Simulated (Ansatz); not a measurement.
`O[Si](F)(F)O[SiH3]`, relaxed with RKS PBE-D4/def2-SVP in Ansatz from a rough embedded geometry. The force threshold is 0.03 eV/Å; the program also tests the step.

The species carries charge 0 and has multiplicity 1.

Start:

```xyz
10

O     0.678    2.012    1.368
Si    0.421    0.490    0.957
F     1.803   -0.289    1.052
F    -0.612   -0.170    2.024
O    -0.190    0.353   -0.574
Si   -0.675   -0.850   -1.555
H     1.088    2.135    2.255
H    -1.128   -0.307   -2.844
H     0.435   -1.792   -1.774
H    -1.821   -1.582   -0.910
```

(1) How much energy does the relaxation release, and in how many steps? (An estimate is asked.)

(2) Which bonds change most? (Estimate.)

(3) Give the relaxed structure. (An estimate is asked.)

## Answers

(1) The calculation gave: 4.51 kcal/mol, in 5 steps.

(2) Ansatz gave: O5–Si6 from 1.627 to 1.682 Å; O1–Si2 from 1.598 to 1.643 Å; Si2–F3 from 1.589 to 1.622 Å; Si6–H9 from 1.472 to 1.503 Å.

(3) Computed: 
```xyz
10

O     0.626    2.058    1.287
Si    0.464    0.442    1.035
F     1.886   -0.325    1.182
F    -0.495   -0.240    2.151
O    -0.153    0.234   -0.458
Si   -0.711   -0.884   -1.584
H     1.007    2.319    2.142
H    -1.066   -0.126   -2.827
H     0.366   -1.889   -1.882
H    -1.924   -1.589   -1.046
```
